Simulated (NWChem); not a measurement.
# BeF$_{2}$; SMILES [F][Be][F]

```xyz
3

Be     0.0000     0.0000     0.0000
F      0.0000     0.0000     1.3870
F      0.0000     0.0000    -1.3870
```
Atoms are numbered in this order, from 1.

Program: NWChem. Geometry: optimised at PBE0/def2-SVP.

Q: Taking B3LYP/cc-pVQZ as the yardstick, which of these has the fewest basis functions while keeping “highest occupied level (eV)” within 0.05 eV of it: B3LYP/aug-cc-pVTZ; B3LYP/cc-pVDZ; B3LYP/cc-pVTZ; B3LYP/aug-cc-pVDZ?

A: none of them.
```tsv
level	basis functions	highest occupied level (eV)
B3LYP/cc-pVDZ	42	-11.22
B3LYP/aug-cc-pVDZ	69	-11.53
B3LYP/cc-pVTZ	90	-11.30
B3LYP/aug-cc-pVTZ	138	-11.49
B3LYP/cc-pVQZ	165	-11.41
```

The yardstick is one finite set, not the basis-set limit.
